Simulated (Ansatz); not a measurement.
Relaxation of Hg10Te10 (charge 0, singlet) with RKS PBE-D4/def2-SVP in Ansatz.

Positions (Å) and forces (eV/Å) at steps 15, 16, 17, 18, 19, 20, 21, 22, 23, 24, 25, 26, 27, 28, 29 of 49:

```xyz
20
step=15 energy=-114725.8965 eV
Hg   -2.174    3.806    0.022   -0.049   -0.044    0.182
Hg   -1.459   -2.956    3.353   -0.006    0.000   -0.027
Hg    1.670   -3.001    0.001   -0.034    0.003   -0.013
Hg   -1.306    1.456   -3.326   -0.048   -0.018    0.022
Hg    1.150   -0.897   -3.371   -0.016   -0.027    0.009
Hg   -1.969   -1.138   -0.220   -0.034   -0.013   -0.021
Hg   -1.535    1.580    2.307    0.010    0.042   -0.064
Hg    1.351   -1.187    3.290   -0.022    0.022    0.020
Hg    1.432    2.619   -1.543   -0.018    0.032    0.014
Hg    3.891   -0.446    0.181    0.009    0.002    0.007
Te   -2.715   -3.495    1.045    0.039   -0.005    0.015
Te   -3.221    1.042   -1.459    0.041   -0.054    0.014
Te   -3.510    3.401    2.446    0.084    0.022   -0.132
Te    0.004   -3.050   -2.119    0.020    0.052    0.013
Te    0.151   -2.347    5.454   -0.008    0.028   -0.027
Te    3.666   -2.617    1.876    0.014   -0.037   -0.004
Te    0.828    1.292   -5.021    0.018    0.014   -0.025
Te   -0.369    4.633   -1.874    0.017   -0.023    0.019
Te    3.531    0.921   -2.124    0.022   -0.002   -0.014
Te    0.585    0.384    1.082   -0.038    0.006    0.011
20
step=16 energy=-114725.9177 eV
Hg   -2.093    3.946    0.089   -0.041   -0.055    0.190
Hg   -1.402   -2.925    3.351   -0.022   -0.014   -0.056
Hg    1.615   -2.992    0.004   -0.042   -0.020   -0.003
Hg   -1.316    1.422   -3.290   -0.050   -0.004    0.038
Hg    1.171   -0.880   -3.346   -0.022   -0.043    0.005
Hg   -2.116   -1.248   -0.287   -0.067   -0.029   -0.008
Hg   -1.595    1.501    2.222   -0.044    0.115   -0.083
Hg    1.381   -1.107    3.274   -0.023    0.042   -0.028
Hg    1.438    2.609   -1.487   -0.027    0.028    0.011
Hg    3.890   -0.481    0.178    0.012    0.007   -0.003
Te   -2.621   -3.636    1.057    0.097    0.108    0.004
Te   -3.216    1.073   -1.403    0.056   -0.162    0.040
Te   -3.512    3.397    2.415    0.124    0.005   -0.110
Te    0.012   -3.068   -2.164    0.024    0.068    0.008
Te    0.161   -2.209    5.459   -0.040    0.030   -0.043
Te    3.630   -2.641    1.874    0.008   -0.037   -0.003
Te    0.812    1.317   -4.983    0.025    0.017   -0.040
Te   -0.314    4.666   -1.854    0.000   -0.035    0.032
Te    3.545    0.926   -2.103    0.024   -0.014   -0.003
Te    0.529    0.330    0.994    0.007   -0.007    0.052
20
step=17 energy=-114725.9461 eV
Hg   -2.045    4.053    0.151    0.045   -0.018    0.093
Hg   -1.337   -2.895    3.331   -0.036   -0.023   -0.079
Hg    1.539   -3.000    0.017   -0.045   -0.031   -0.004
Hg   -1.332    1.391   -3.242   -0.018    0.017    0.026
Hg    1.198   -0.847   -3.328   -0.017   -0.044    0.005
Hg   -2.239   -1.368   -0.354   -0.040   -0.046    0.029
Hg   -1.647    1.463    2.130   -0.088    0.169   -0.061
Hg    1.406   -1.002    3.249   -0.009    0.049   -0.101
Hg    1.445    2.587   -1.416   -0.027   -0.002    0.019
Hg    3.898   -0.547    0.173   -0.012    0.006   -0.021
Te   -2.492   -3.778    1.048    0.138    0.218    0.008
Te   -3.215    1.059   -1.340    0.025   -0.240    0.052
Te   -3.494    3.434    2.403    0.082   -0.051   -0.011
Te    0.021   -3.063   -2.215    0.016    0.062   -0.008
Te    0.156   -2.045    5.446   -0.080    0.008   -0.049
Te    3.579   -2.687    1.875   -0.017   -0.011    0.012
Te    0.784    1.358   -4.947    0.013    0.013   -0.021
Te   -0.267    4.672   -1.816   -0.028   -0.029    0.025
Te    3.572    0.924   -2.071    0.025   -0.021    0.003
Te    0.470    0.292    0.906    0.072   -0.027    0.084
20
step=18 energy=-114725.9981 eV
Hg   -1.982    4.172    0.234    0.052   -0.035    0.023
Hg   -1.288   -2.859    3.300   -0.024   -0.023   -0.050
Hg    1.451   -3.028    0.032   -0.056   -0.036   -0.009
Hg   -1.349    1.367   -3.187    0.002    0.016    0.021
Hg    1.217   -0.823   -3.328   -0.002   -0.017    0.002
Hg   -2.273   -1.472   -0.397    0.000   -0.057    0.014
Hg   -1.685    1.458    2.050   -0.084    0.165   -0.054
Hg    1.425   -0.911    3.222    0.007    0.005   -0.075
Hg    1.442    2.556   -1.350   -0.012   -0.020    0.016
Hg    3.878   -0.614    0.161   -0.020   -0.002   -0.037
Te   -2.332   -3.884    1.017    0.155    0.221    0.049
Te   -3.231    0.973   -1.294   -0.009   -0.174    0.051
Te   -3.482    3.466    2.410    0.069   -0.047    0.019
Te    0.033   -3.058   -2.271    0.016    0.037   -0.022
Te    0.112   -1.877    5.424   -0.093   -0.005   -0.078
Te    3.514   -2.736    1.874   -0.042    0.021    0.027
Te    0.750    1.399   -4.913   -0.005    0.020    0.000
Te   -0.235    4.668   -1.786   -0.040   -0.025    0.032
Te    3.588    0.917   -2.049    0.019   -0.027    0.018
Te    0.445    0.285    0.852    0.067   -0.016    0.054
20
step=19 energy=-114726.0677 eV
Hg   -1.941    4.242    0.282    0.024   -0.024    0.024
Hg   -1.256   -2.836    3.289    0.014    0.088    0.082
Hg    1.353   -3.064    0.041   -0.072   -0.034    0.055
Hg   -1.367    1.352   -3.122   -0.034    0.016    0.041
Hg    1.237   -0.791   -3.334    0.018    0.043   -0.011
Hg   -2.244   -1.557   -0.442    0.036    0.071   -0.038
Hg   -1.711    1.487    1.979    0.052   -0.009   -0.071
Hg    1.437   -0.857    3.197    0.013   -0.020   -0.025
Hg    1.439    2.518   -1.298   -0.006   -0.022    0.024
Hg    3.845   -0.683    0.136   -0.027   -0.040    0.014
Te   -2.139   -3.905    1.008    0.063   -0.175   -0.113
Te   -3.262    0.863   -1.247   -0.011   -0.045   -0.043
Te   -3.452    3.500    2.420   -0.069    0.060    0.091
Te    0.050   -3.043   -2.336    0.003   -0.011   -0.075
Te    0.044   -1.748    5.386   -0.017    0.051    0.113
Te    3.429   -2.765    1.882   -0.016    0.000   -0.006
Te    0.712    1.452   -4.876   -0.028    0.008    0.032
Te   -0.221    4.644   -1.759    0.028    0.009   -0.062
Te    3.608    0.903   -2.029    0.026    0.005   -0.041
Te    0.438    0.290    0.823    0.002    0.030    0.006
20
step=20 energy=-114726.1388 eV
Hg   -1.903    4.285    0.314   -0.002    0.000    0.021
Hg   -1.248   -2.790    3.295   -0.012   -0.048   -0.033
Hg    1.244   -3.099    0.071   -0.134   -0.063   -0.001
Hg   -1.389    1.354   -3.074   -0.001    0.021   -0.005
Hg    1.253   -0.752   -3.335    0.009   -0.010    0.009
Hg   -2.208   -1.602   -0.472    0.066   -0.082   -0.047
Hg   -1.723    1.497    1.923   -0.080    0.094   -0.005
Hg    1.447   -0.834    3.196   -0.006   -0.069    0.060
Hg    1.438    2.487   -1.260    0.018    0.019   -0.025
Hg    3.803   -0.738    0.112   -0.010   -0.010   -0.053
Te   -1.966   -3.986    0.970    0.164    0.139    0.107
Te   -3.300    0.790   -1.241   -0.048   -0.029    0.038
Te   -3.438    3.539    2.450    0.097   -0.030   -0.038
Te    0.076   -3.042   -2.403    0.057    0.055   -0.031
Te   -0.001   -1.643    5.409   -0.032    0.055   -0.089
Te    3.367   -2.795    1.876   -0.031    0.022    0.014
Te    0.673    1.500   -4.842   -0.039    0.028    0.017
Te   -0.204    4.628   -1.768   -0.009   -0.038    0.031
Te    3.633    0.898   -2.031    0.003   -0.024    0.041
Te    0.445    0.302    0.810   -0.010   -0.028   -0.011
20
step=21 energy=-114726.2231 eV
Hg   -1.882    4.328    0.335    0.027    0.016    0.004
Hg   -1.242   -2.780    3.352    0.013    0.016   -0.044
Hg    1.110   -3.167    0.108   -0.027   -0.022    0.006
Hg   -1.428    1.366   -3.029   -0.025    0.019    0.012
Hg    1.281   -0.690   -3.345    0.014    0.037    0.020
Hg   -2.132   -1.662   -0.562    0.090    0.015   -0.099
Hg   -1.747    1.516    1.870   -0.034    0.023   -0.007
Hg    1.449   -0.844    3.195    0.000   -0.058    0.032
Hg    1.446    2.455   -1.231    0.020    0.018   -0.020
Hg    3.766   -0.812    0.068   -0.048   -0.014   -0.032
Te   -1.771   -3.992    0.977    0.032   -0.014    0.133
Te   -3.337    0.715   -1.207   -0.013   -0.045    0.012
Te   -3.409    3.578    2.470    0.051   -0.004   -0.027
Te    0.149   -3.025   -2.486   -0.011    0.020    0.019
Te   -0.063   -1.508    5.426   -0.035    0.027   -0.088
Te    3.293   -2.827    1.863    0.011    0.028   -0.001
Te    0.611    1.563   -4.815   -0.033    0.009    0.025
Te   -0.193    4.598   -1.764   -0.015   -0.018    0.024
Te    3.667    0.894   -2.022    0.008   -0.013    0.029
Te    0.433    0.293    0.798   -0.024   -0.040    0.003
20
step=22 energy=-114726.2693 eV
Hg   -1.803    4.385    0.367    0.021    0.027   -0.015
Hg   -1.250   -2.693    3.307   -0.033   -0.040    0.005
Hg    1.029   -3.239    0.166    0.126   -0.062   -0.015
Hg   -1.514    1.402   -2.959   -0.047   -0.033    0.051
Hg    1.280   -0.598   -3.266    0.016    0.014   -0.048
Hg   -1.987   -1.745   -0.653    0.008    0.051   -0.197
Hg   -1.767    1.517    1.808   -0.052   -0.024   -0.019
Hg    1.488   -0.871    3.173    0.032   -0.078    0.095
Hg    1.464    2.432   -1.202    0.005    0.032   -0.025
Hg    3.643   -0.864    0.009    0.117    0.027   -0.047
Te   -1.715   -4.051    1.006   -0.079   -0.043    0.094
Te   -3.392    0.567   -1.165    0.045   -0.007    0.022
Te   -3.354    3.617    2.465    0.011    0.015    0.027
Te    0.252   -3.026   -2.518   -0.056    0.049    0.095
Te   -0.156   -1.349    5.369    0.010    0.059   -0.077
Te    3.289   -2.861    1.842   -0.037    0.075   -0.012
Te    0.521    1.625   -4.745   -0.031   -0.016    0.014
Te   -0.164    4.577   -1.772   -0.010    0.001    0.037
Te    3.721    0.924   -2.013   -0.033   -0.072    0.102
Te    0.414    0.249    0.781   -0.013    0.026   -0.085
20
step=23 energy=-114726.3129 eV
Hg   -1.756    4.434    0.406    0.001   -0.014    0.054
Hg   -1.287   -2.665    3.308   -0.025    0.023   -0.066
Hg    1.042   -3.332    0.195    0.033    0.035    0.062
Hg   -1.579    1.374   -2.880   -0.028    0.021    0.031
Hg    1.296   -0.562   -3.288    0.014    0.062    0.029
Hg   -1.914   -1.794   -0.802    0.054    0.059   -0.089
Hg   -1.811    1.487    1.732   -0.035    0.015    0.013
Hg    1.491   -0.897    3.151   -0.025    0.004    0.014
Hg    1.470    2.456   -1.202   -0.060   -0.018    0.059
Hg    3.737   -0.926   -0.008   -0.097    0.091    0.017
Te   -1.726   -4.059    1.013    0.025   -0.023    0.071
Te   -3.435    0.500   -1.088    0.027   -0.049   -0.016
Te   -3.292    3.643    2.506    0.047   -0.019   -0.031
Te    0.325   -3.016   -2.511   -0.117   -0.026    0.037
Te   -0.247   -1.187    5.314    0.018   -0.015   -0.117
Te    3.302   -2.867    1.855    0.028   -0.042    0.037
Te    0.410    1.652   -4.710    0.019   -0.060    0.039
Te   -0.153    4.608   -1.756    0.019   -0.002    0.009
Te    3.723    0.916   -1.970    0.065   -0.028   -0.099
Te    0.403    0.234    0.734    0.037   -0.013   -0.053
20
step=24 energy=-114726.3585 eV
Hg   -1.679    4.456    0.475    0.020   -0.039    0.040
Hg   -1.344   -2.597    3.235   -0.009    0.015   -0.058
Hg    1.056   -3.354    0.253   -0.009    0.001    0.060
Hg   -1.635    1.369   -2.787    0.027    0.038   -0.024
Hg    1.294   -0.569   -3.223    0.004    0.015    0.014
Hg   -1.856   -1.825   -0.936   -0.059    0.105   -0.016
Hg   -1.836    1.433    1.671   -0.066    0.061    0.026
Hg    1.499   -0.907    3.095   -0.053    0.004    0.081
Hg    1.493    2.449   -1.190   -0.051   -0.015    0.019
Hg    3.693   -0.851    0.025    0.016    0.003   -0.063
Te   -1.714   -4.074    0.986    0.013    0.005    0.108
Te   -3.491    0.431   -1.033    0.044   -0.128    0.018
Te   -3.214    3.632    2.553    0.052   -0.058   -0.018
Te    0.337   -3.057   -2.480    0.022   -0.009   -0.061
Te   -0.329   -1.045    5.200    0.018   -0.010   -0.132
Te    3.350   -2.846    1.860   -0.021    0.019    0.009
Te    0.340    1.617   -4.636   -0.006   -0.017    0.026
Te   -0.109    4.623   -1.711    0.010    0.017    0.002
Te    3.752    0.917   -2.006   -0.012   -0.029    0.006
Te    0.393    0.197    0.652    0.061    0.023   -0.039
20
step=25 energy=-114726.3893 eV
Hg   -1.587    4.436    0.553    0.005   -0.004   -0.017
Hg   -1.407   -2.503    3.159   -0.004   -0.036   -0.039
Hg    1.038   -3.381    0.312   -0.019    0.013    0.013
Hg   -1.670    1.393   -2.724    0.003   -0.026    0.001
Hg    1.289   -0.565   -3.180    0.004   -0.045    0.004
Hg   -1.797   -1.862   -1.017   -0.103    0.085    0.009
Hg   -1.851    1.367    1.638   -0.040    0.036    0.012
Hg    1.492   -0.881    3.084   -0.014   -0.002    0.048
Hg    1.473    2.450   -1.196   -0.014   -0.007    0.016
Hg    3.695   -0.857   -0.027   -0.002    0.002    0.013
Te   -1.716   -4.104    0.996    0.003    0.048    0.048
Te   -3.509    0.334   -1.005    0.041   -0.069    0.021
Te   -3.135    3.589    2.606    0.047   -0.059   -0.002
Te    0.381   -3.092   -2.472    0.086   -0.015   -0.046
Te   -0.427   -0.910    5.099    0.006    0.041   -0.076
Te    3.353   -2.802    1.871   -0.002    0.002   -0.008
Te    0.297    1.608   -4.582   -0.019    0.033   -0.016
Te   -0.083    4.664   -1.677   -0.008   -0.006    0.060
Te    3.749    0.930   -2.035    0.020   -0.031   -0.023
Te    0.416    0.186    0.596    0.009    0.041   -0.019
20
step=26 energy=-114726.4113 eV
Hg   -1.548    4.414    0.622    0.007   -0.032    0.020
Hg   -1.441   -2.438    3.101   -0.002    0.024    0.022
Hg    1.019   -3.369    0.350   -0.021    0.019   -0.030
Hg   -1.691    1.359   -2.685    0.023    0.002   -0.026
Hg    1.295   -0.579   -3.185    0.005    0.024   -0.015
Hg   -1.778   -1.870   -1.088    0.045   -0.078    0.000
Hg   -1.876    1.314    1.627    0.011   -0.010    0.014
Hg    1.496   -0.853    3.071    0.032   -0.023    0.000
Hg    1.490    2.439   -1.190    0.003    0.002   -0.017
Hg    3.687   -0.845   -0.035    0.011   -0.004   -0.024
Te   -1.731   -4.090    0.995    0.013   -0.022   -0.039
Te   -3.526    0.266   -0.973   -0.021    0.031   -0.005
Te   -3.076    3.535    2.673   -0.025    0.008    0.038
Te    0.440   -3.121   -2.475   -0.022    0.004    0.037
Te   -0.501   -0.767    4.992   -0.035    0.048   -0.005
Te    3.355   -2.778    1.878   -0.023    0.022    0.024
Te    0.257    1.601   -4.562   -0.030   -0.004    0.049
Te   -0.055    4.676   -1.601    0.029    0.017   -0.026
Te    3.763    0.906   -2.076   -0.028    0.000    0.024
Te    0.423    0.200    0.562    0.029   -0.029   -0.040
20
step=27 energy=-114726.4279 eV
Hg   -1.499    4.376    0.674   -0.006   -0.013    0.008
Hg   -1.473   -2.380    3.059   -0.001    0.020    0.008
Hg    1.006   -3.360    0.375    0.014    0.026   -0.039
Hg   -1.714    1.351   -2.651   -0.017   -0.026    0.017
Hg    1.297   -0.576   -3.185   -0.009    0.020   -0.008
Hg   -1.762   -1.904   -1.143   -0.025    0.001    0.026
Hg   -1.871    1.256    1.624    0.014    0.012    0.037
Hg    1.497   -0.834    3.062   -0.032   -0.001    0.034
Hg    1.489    2.435   -1.198    0.000    0.031   -0.025
Hg    3.689   -0.852   -0.050    0.001    0.007   -0.005
Te   -1.722   -4.103    0.996   -0.008   -0.004    0.018
Te   -3.538    0.218   -0.945    0.024   -0.012   -0.020
Te   -3.027    3.486    2.724    0.027   -0.023   -0.021
Te    0.468   -3.132   -2.472    0.009   -0.017    0.000
Te   -0.587   -0.617    4.902    0.006    0.003   -0.090
Te    3.349   -2.754    1.896   -0.005   -0.007    0.021
Te    0.220    1.613   -4.527    0.007   -0.008    0.011
Te   -0.028    4.700   -1.561    0.016   -0.005    0.027
Te    3.764    0.898   -2.091    0.006   -0.001   -0.005
Te    0.442    0.180    0.511   -0.020   -0.004    0.007
20
step=28 energy=-114726.4421 eV
Hg   -1.466    4.334    0.718    0.004    0.009   -0.012
Hg   -1.511   -2.330    3.013    0.007   -0.019   -0.019
Hg    1.007   -3.334    0.369    0.028    0.019   -0.054
Hg   -1.724    1.317   -2.627   -0.031   -0.020    0.026
Hg    1.293   -0.578   -3.182    0.001   -0.004   -0.007
Hg   -1.769   -1.936   -1.156    0.005   -0.031    0.017
Hg   -1.853    1.208    1.657    0.042   -0.007    0.031
Hg    1.486   -0.814    3.051   -0.022   -0.001    0.004
Hg    1.496    2.438   -1.218    0.004    0.055   -0.029
Hg    3.688   -0.849   -0.054    0.001    0.015    0.006
Te   -1.700   -4.123    1.003   -0.034    0.009    0.030
Te   -3.536    0.179   -0.914   -0.015    0.006   -0.019
Te   -2.989    3.438    2.766    0.005    0.012   -0.021
Te    0.474   -3.145   -2.486    0.006   -0.005    0.032
Te   -0.669   -0.482    4.791   -0.002   -0.006   -0.055
Te    3.340   -2.734    1.915    0.002   -0.001    0.014
Te    0.201    1.617   -4.502    0.004    0.004    0.002
Te    0.006    4.730   -1.507    0.016   -0.015    0.040
Te    3.770    0.885   -2.109    0.009   -0.009   -0.006
Te    0.454    0.179    0.470   -0.031   -0.011    0.020
20
step=29 energy=-114726.4610 eV
Hg   -1.427    4.348    0.741    0.019   -0.024   -0.004
Hg   -1.541   -2.364    2.985    0.011    0.020   -0.021
Hg    1.022   -3.306    0.335    0.041    0.001    0.004
Hg   -1.763    1.237   -2.589   -0.007   -0.009    0.013
Hg    1.293   -0.598   -3.190    0.009    0.005    0.028
Hg   -1.782   -1.998   -1.118   -0.020    0.003    0.010
Hg   -1.799    1.202    1.704    0.032   -0.004    0.020
Hg    1.443   -0.803    3.023   -0.017    0.029   -0.031
Hg    1.514    2.468   -1.301    0.003    0.049    0.022
Hg    3.689   -0.824   -0.044   -0.009    0.021    0.005
Te   -1.670   -4.191    1.008   -0.001   -0.006    0.031
Te   -3.551    0.115   -0.856   -0.032   -0.014   -0.018
Te   -2.970    3.433    2.764   -0.018    0.052   -0.031
Te    0.467   -3.166   -2.494    0.010    0.002   -0.009
Te   -0.780   -0.380    4.660   -0.012   -0.067   -0.023
Te    3.323   -2.702    1.937    0.012   -0.022    0.000
Te    0.181    1.643   -4.424   -0.019   -0.011   -0.001
Te    0.103    4.817   -1.427    0.016    0.037    0.012
Te    3.783    0.873   -2.130    0.008   -0.042   -0.030
Te    0.463    0.197    0.415   -0.027   -0.019    0.022
```

In the def2 sets Hg, Te take a core potential; there is no spin–orbit coupling. Single mean-field runs in def2-SVP are fitted with def2-universal-jkfit.
